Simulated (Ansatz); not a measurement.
`S[SiH2][SnH2][SH]` and `[CH3][SnH2][SiH2]S` differ in one atom or group.

Ansatz, PBE0-D4/def2-TZVP geometries, multiplicity 1. Each molecule was computed in one conformer, which needn't be the lowest.

Elements past krypton have def2 core potentials.

```
                                        property  `S[SiH2][SnH2][SH]`
            HOMO–LUMO gap (PBE0/def2-TZVPP) / eV                 6.10
               HOMO energy (PBE/def2-TZVPP) / eV                -6.08
              HOMO energy (PBE0/def2-TZVPP) / eV                -7.20
              LUMO energy (PBE0/def2-TZVPP) / eV                -1.10
           LUMO energy (ωB97M-V/def2-TZVPP) / eV                 0.52
size of the dipole moment (B3LYP/def2-TZVPP) / D                 1.86
```

Give the same properties after the change, and the shifts. (Estimate.)

Ansatz gave: 
```
                                        property  `[CH3][SnH2][SiH2]S`  shift
            HOMO–LUMO gap (PBE0/def2-TZVPP) / eV                  6.73   0.63
               HOMO energy (PBE/def2-TZVPP) / eV                 -5.98   0.10
              HOMO energy (PBE0/def2-TZVPP) / eV                 -7.08   0.12
              LUMO energy (PBE0/def2-TZVPP) / eV                 -0.35   0.75
           LUMO energy (ωB97M-V/def2-TZVPP) / eV                  1.23   0.71
size of the dipole moment (B3LYP/def2-TZVPP) / D                  0.92  -0.94
```

With PBE0 the HOMO rises by 0.12 eV and the LUMO rises by 0.75 eV, so the gap widens by about 0.63 eV. PBE moves the HOMO by 0.10 eV and ωB97M-V by 0.12 eV. Dipoles are sizes alone; their direction can turn.

Positive LUMOs are unbound, so they and the gaps depend on the basis.

B3LYP here is the variant with VWN-RPA as its local correlation; programs differ in this.
